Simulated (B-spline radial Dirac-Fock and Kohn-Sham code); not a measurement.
# Kohn-Sham estimates against Dirac-Fock for the levels of Ce³⁰⁺

System: Ce³⁰⁺, [Ar] 3d10.

The density-functional columns are spherical, spin-unpolarised Dirac-Kohn-Sham results without Breit or QED terms: −ε is minus the orbital energy of the initial state and ΔSCF the difference of two total energies. The reference in the last column comes from Dirac-Fock (average of configuration) total-energy differences with a finite nucleus, the Breit interaction including its frequency dependence, and self-energy and vacuum-polarisation corrections. All numbers are from a B-spline atomic structure program, in eV; a selection of levels is shown. For the 1s level of heavy atoms much of the gap between ΔSCF and the reference is the Breit and QED part, -155.8 eV here; for other levels the error of the functional can be larger.

```
     level   LDA −ε  LDA ΔSCF  Dirac-Fock
    K (1s)  41282.6   41710.5     41564.5
   L1 (2s)   7493.2    7588.1      7640.9
L2 (2p1/2)   7143.9    7258.1      7258.1
L3 (2p3/2)   6695.4    6801.9      6814.4
   M1 (3s)   2377.2    2418.1      2453.1
M2 (3p1/2)   2230.0    2272.5      2292.6
M3 (3p3/2)   2137.9    2178.8      2199.8
M4 (3d3/2)   1883.5    1929.0      1927.9
M5 (3d5/2)   1863.3    1908.2      1908.2
```

For the outermost level NIST gives 1908 ± 4 eV (theoretical); the differences from it are LDA −ε -44.73, LDA ΔSCF +0.24, Dirac-Fock +0.24 eV.

Values without a named source are computed, but for edge energies of neutral atoms, which are taken from tables.
